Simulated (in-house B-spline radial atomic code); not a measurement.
**RPA and G0W0 on PBE: Co4+**

Configuration [Ar] 3d5, highest spin, mean-field start PBE. Computed with an all-electron radial atomic-structure program (B-spline basis): all electrons, scalar-relativistic (spin-free one-electron X2C), finite nucleus, each spin shell either full or empty, empty states to l = 9 with an (l + 1/2)⁻⁴ tail; G0W0 by contour deformation at full frequency.

Command:
```bash
python run_gw.py task.json out
```
Settings (radii: box in bohr, nucleus in fm):
```
Z                        27
electrons                23
configuration            [Ar] 3d5
hamiltonian              x2c
method                   pbe,pbe
lmax                     9
rms_radius               3.7875
spin_polarised           True
box_radius               11.96
intervals                68
```

Run time, properties included: 3.9 s on 1 thread of Arm Neoverse N1, with other jobs on the host.

Energies (hartree):

```csv
term,value
mean-field total,-1388.92826
Hartree-Fock functional on these orbitals,-1388.11429
direct second order,-1.8033
second-order exchange,0.59157
SOSEX correction,0.54534
```

Problem. What is the RPA correlation energy, and what remains with SOSEX?

Solution. RPA gives -1.588 hartree (-1.88 eV per electron); RPA + SOSEX gives -1.0427, and the second-order doubles -1.2117 hartree (no singles). SOSEX takes back 34 % of the RPA value.

Quasi-particle levels (eV):

```
  level  occupied  mean field  Σx - vxc     Σc  QP weight     G0W0
  3d up       yes      -68.29    -12.95      ?          ?        ?
3p down       yes     -121.14    -12.53   1.21      0.929  -132.47
3d down        no      -61.94     15.37  -5.77      0.944   -52.34
```

G0W0 = mean field + (Σx - vxc) + Σc, with Σc (partial-wave tail included) taken at the quasi-particle energy. Only the outer levels were computed. Levels of low weight are left out.

Problem. Where does G0W0 put 3d up?

Solution. At -79.55 eV, with Σc = 1.68 eV and a quasi-particle weight of 0.940. The tabulated removal energy is 79.5 ± 0.2 eV (NIST, semi-empirical); the calculation leaves out spin-orbit coupling, Breit and QED terms, and what these don't explain is the method's own error.
